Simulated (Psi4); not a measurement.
CH$_{7}$ClO$_{3}$Si$_{2}$ (SMILES O[Si](O)(O)C[SiH2]Cl), singlet, geometry from GFN2-xTB, atoms displaced at random by about 0.03 Å a coordinate; B3LYP/STO-3G, gradient run with Psi4.

The Psi4 input:
```
memory 2 GB

molecule mol {
0 1
Si    1.815191    0.182026   -0.636375
Cl    1.958877   -1.113971    0.976420
C     0.125170   -0.063153   -1.373151
Si   -1.214636    0.319496   -0.122200
O    -2.747739    0.426837   -0.780965
O    -0.900774    1.733450    0.422904
O    -1.346355   -0.834433    1.028314
H     2.160476    1.452783   -0.139955
H     2.803167   -0.409878   -1.588362
H    -0.073468   -1.040097   -1.728048
H     0.022420    0.627634   -2.224373
H    -3.249055   -0.345662   -0.819795
H    -1.576443    2.335998    0.886987
H    -0.601334   -1.101231    1.461937
symmetry c1
no_reorient
no_com
}

set {
  basis sto-3g
  reference rks
}

gradient('b3lyp')
print_variables()
```

Q: Predict the main parts of the log of this Psi4 run.

A: 
```
gradient() will perform analytic gradient computation.

   => Loading Basis Set <=

    Name: STO-3G
    Role: ORBITAL
    Keyword: BASIS

         ---------------------------------------------------------
                                   SCF
               by Justin Turney, Rob Parrish, Andy Simmonett
                          and Daniel G. A. Smith
                              RKS Reference
         ---------------------------------------------------------

  ==> Geometry <==

    Molecular point group: c1
    Full point group: C1

    Geometry (in Angstrom), charge = 0, multiplicity = 1:

       Center              X                  Y                   Z               Mass
    ------------   -----------------  -----------------  -----------------  -----------------
         SI           1.815191000000     0.182026000000    -0.636375000000    27.976926534650
         CL           1.958877000000    -1.113971000000     0.976420000000    34.968852682000
         C            0.125170000000    -0.063153000000    -1.373151000000    12.000000000000
         SI          -1.214636000000     0.319496000000    -0.122200000000    27.976926534650
         O           -2.747739000000     0.426837000000    -0.780965000000    15.994914619570
         O           -0.900774000000     1.733450000000     0.422904000000    15.994914619570
         O           -1.346355000000    -0.834433000000     1.028314000000    15.994914619570
         H            2.160476000000     1.452783000000    -0.139955000000     1.007825032230
         H            2.803167000000    -0.409878000000    -1.588362000000     1.007825032230
         H           -0.073468000000    -1.040097000000    -1.728048000000     1.007825032230
         H            0.022420000000     0.627634000000    -2.224373000000     1.007825032230
         H           -3.249055000000    -0.345662000000    -0.819795000000     1.007825032230
         H           -1.576443000000     2.335998000000     0.886987000000     1.007825032230
         H           -0.601334000000    -1.101231000000     1.461937000000     1.007825032230

  Running in c1 symmetry.

  Rotational constants: A =      0.08622  B =      0.03037  C =      0.02695 [cm^-1]
  Rotational constants: A =   2584.81911  B =    910.46622  C =    807.85368 [MHz]
  Nuclear repulsion =  577.671238864634461

  Charge       = 0
  Multiplicity = 1
  Electrons    = 82
  Nalpha       = 41
  Nbeta        = 41

  ==> Algorithm <==

  SCF Algorithm Type is DF.
  DIIS enabled.
  MOM disabled.
  Fractional occupation disabled.
  Guess Type is SAD.
  Energy threshold   = 1.00e-08
  Density threshold  = 1.00e-08
  Integral threshold = 1.00e-12

  ==> Primary Basis <==

  Basis Set: STO-3G
    Blend: STO-3G
    Number of shells: 34
    Number of basis functions: 54
    Number of Cartesian functions: 54
    Spherical Harmonics?: true
    Max angular momentum: 1

  ==> DFT Potential <==

   => LibXC <=

    Version 7.1.2
    S. Lehtola, C. Steigemann, M. J. T. Oliveira, and M. A. L. Marques,  SoftwareX 7, 1–5 (2018) (10.1016/j.softx.2017.11.002)

   => Composite Functional: B3LYP <=

    B3LYP Hyb-GGA Exchange-Correlation Functional

    P. J. Stephens, F. J. Devlin, C. F. Chabalowski, and M. J. Frisch,  J. Phys. Chem. 98, 11623 (1994) (10.1021/j100096a001)

    Deriv               =              1
    GGA                 =           TRUE
    Meta                =          FALSE

    Exchange Hybrid     =           TRUE
    MP2 Hybrid          =          FALSE

   => Exchange Functionals <=

    0.0800   Slater exchange
    0.7200         Becke 88

   => Exact (HF) Exchange <=

    0.2000               HF

   => Correlation Functionals <=

    0.1900   Vosko, Wilk & Nusair (VWN5_RPA)
    0.8100   Lee, Yang & Parr

   => LibXC Density Thresholds  <==

    XC_HYB_GGA_XC_B3LYP:  1.00E-15

   => Molecular Quadrature <=

    Radial Scheme          =       TREUTLER
    Pruning Scheme         =           NONE
    Nuclear Scheme         =       TREUTLER

    Blocking Scheme        =         OCTREE
    BS radius alpha        =              1
    Pruning alpha          =              1
    Radial Points          =             75
    Spherical Points       =            302
    Total Points           =         292929
    Total Blocks           =           2236
    Max Points             =            256
    Max Functions          =             48
    Weights Tolerance      =       1.00E-15

   => Loading Basis Set <=

    Name: (STO-3G AUX)
    Role: JKFIT
    Keyword: DF_BASIS_SCF

  ==> Integral Setup <==

  SCF_SUBTYPE=INCORE selected. In-core MEM_DF algorithm will be used.
  Using in-core AOs.

  ==> MemDFJK: Density-Fitted J/K Matrices <==

    J tasked:                   Yes
    K tasked:                   Yes
    wK tasked:                   No
    Algorithm:                 Core
    Schwarz Cutoff:           1E-12
    Mask sparsity (%):       8.2990
    Fitting Condition:        1E-10

   => Auxiliary Basis Set <=

  Basis Set: (STO-3G AUX)
    Blend: DEF2-UNIVERSAL-JKFIT
    Number of shells: 256
    Number of basis functions: 816
    Number of Cartesian functions: 973
    Spherical Harmonics?: true
    Max angular momentum: 4

  Minimum eigenvalue in the overlap matrix is 2.3646924670E-01.
  Reciprocal condition number of the overlap matrix is 1.0224014963E-01.
    Using symmetric orthogonalization.

  ==> Pre-Iterations <==

  SCF Guess: Superposition of Atomic Densities via on-the-fly atomic UHF (no occupation information).

   -------------------------
    Irrep   Nso     Nmo
   -------------------------
     A         54      54
   -------------------------
    Total      54      54
   -------------------------

  ==> Iterations <==

                           Total Energy        Delta E     RMS |[F,P]|

   @DF-RKS iter SAD: -1289.23364385452851   -1.28923e+03   0.00000e+00
   @DF-RKS iter   1: -1291.70964465921497   -2.47600e+00   8.91775e-03 ADIIS/DIIS
[...]
  @DF-RKS Final Energy: -1291.88504359269996
    Total Energy =                      -1291.8850435926999580
[...]
 Dipole Y            :          0.8177310           -0.3188686            0.4988623
 Dipole Z            :          1.3756266           -1.9830805           -0.6074539
 Magnitude           :                                                    0.7923658

 ------------------------------------------------------------------------------------

         ------------------------------------------------------------
                                   SCF GRAD
                          Rob Parrish, Justin Turney,
                       Andy Simmonett, and Alex Sokolov
         ------------------------------------------------------------

  ==> Geometry <==

    Molecular point group: c1
    Full point group: C1

    Geometry (in Angstrom), charge = 0, multiplicity = 1:

       Center              X                  Y                   Z               Mass
    ------------   -----------------  -----------------  -----------------  -----------------
         SI           1.815191000000     0.182026000000    -0.636375000000    27.976926534650
         CL           1.958877000000    -1.113971000000     0.976420000000    34.968852682000
         C            0.125170000000    -0.063153000000    -1.373151000000    12.000000000000
         SI          -1.214636000000     0.319496000000    -0.122200000000    27.976926534650
         O           -2.747739000000     0.426837000000    -0.780965000000    15.994914619570
         O           -0.900774000000     1.733450000000     0.422904000000    15.994914619570
         O           -1.346355000000    -0.834433000000     1.028314000000    15.994914619570
         H            2.160476000000     1.452783000000    -0.139955000000     1.007825032230
         H            2.803167000000    -0.409878000000    -1.588362000000     1.007825032230
         H           -0.073468000000    -1.040097000000    -1.728048000000     1.007825032230
         H            0.022420000000     0.627634000000    -2.224373000000     1.007825032230
         H           -3.249055000000    -0.345662000000    -0.819795000000     1.007825032230
         H           -1.576443000000     2.335998000000     0.886987000000     1.007825032230
         H           -0.601334000000    -1.101231000000     1.461937000000     1.007825032230

  Nuclear repulsion =  577.671238864634461

  ==> Basis Set <==

  Basis Set: STO-3G
    Blend: STO-3G
    Number of shells: 34
    Number of basis functions: 54
    Number of Cartesian functions: 54
    Spherical Harmonics?: true
    Max angular momentum: 1

  ==> DFJKGrad: Density-Fitted SCF Gradients <==

    Gradient:                    1
    J tasked:                  Yes
    K tasked:                  Yes
    wK tasked:                  No
    Integrals threads:           1
    Schwarz Cutoff:          1E-12
    Fitting Condition:       1E-10

   => Auxiliary Basis Set <=

  Basis Set: (STO-3G AUX)
    Blend: DEF2-UNIVERSAL-JKFIT
    Number of shells: 256
    Number of basis functions: 816
    Number of Cartesian functions: 973
    Spherical Harmonics?: true
    Max angular momentum: 4

  ==> DFT Potential <==

   => LibXC <=

    Version 7.1.2
    S. Lehtola, C. Steigemann, M. J. T. Oliveira, and M. A. L. Marques,  SoftwareX 7, 1–5 (2018) (10.1016/j.softx.2017.11.002)

   => Composite Functional: B3LYP <=

    B3LYP Hyb-GGA Exchange-Correlation Functional

    P. J. Stephens, F. J. Devlin, C. F. Chabalowski, and M. J. Frisch,  J. Phys. Chem. 98, 11623 (1994) (10.1021/j100096a001)

    Deriv               =              1
    GGA                 =           TRUE
    Meta                =          FALSE

    Exchange Hybrid     =           TRUE
    MP2 Hybrid          =          FALSE

   => Exchange Functionals <=

    0.0800   Slater exchange
    0.7200         Becke 88

   => Exact (HF) Exchange <=

    0.2000               HF

   => Correlation Functionals <=

    0.1900   Vosko, Wilk & Nusair (VWN5_RPA)
    0.8100   Lee, Yang & Parr

   => LibXC Density Thresholds  <==

    XC_HYB_GGA_XC_B3LYP:  1.00E-15

   => Molecular Quadrature <=

    Radial Scheme          =       TREUTLER
    Pruning Scheme         =           NONE
    Nuclear Scheme         =       TREUTLER

    Blocking Scheme        =         OCTREE
    BS radius alpha        =              1
    Pruning alpha          =              1
    Radial Points          =             75
    Spherical Points       =            302
    Total Points           =         292929
    Total Blocks           =           2236
    Max Points             =            256
    Max Functions          =             48
    Weights Tolerance      =       1.00E-15

  -Total Gradient:
     Atom            X                  Y                   Z
    ------   -----------------  -----------------  -----------------
       1       -0.016251881114     0.039555456951     0.044360575050
       2        0.001116432295     0.012381152919    -0.022344124308
       3        0.003754663843    -0.046615588823    -0.013526393551
       4        0.042442317770     0.072402098894     0.035078485583
       5       -0.054612289776    -0.106654985736     0.002925402951
       6       -0.029353488930    -0.107621398092    -0.038530844735
       7        0.131785952633    -0.022853157503     0.052360517046
       8       -0.002559727863    -0.021284860513    -0.002736153221
       9        0.008049249916    -0.016908654156    -0.012952606476
      10       -0.006441722927     0.031104829594     0.011799747460
      11        0.000494397650     0.002720272929    -0.001337587459
      12        0.053734507709     0.103088268888    -0.000374068658
      13       -0.004757719669     0.021248911748     0.009993803840
      14       -0.127235488646     0.039687391610    -0.064646574061

  Variable Map:
  ----------------------------------------------------------------------------
[...]
  Array Variable Map:
  ----------------------------------------------------------------------------
[...]
[...]
```
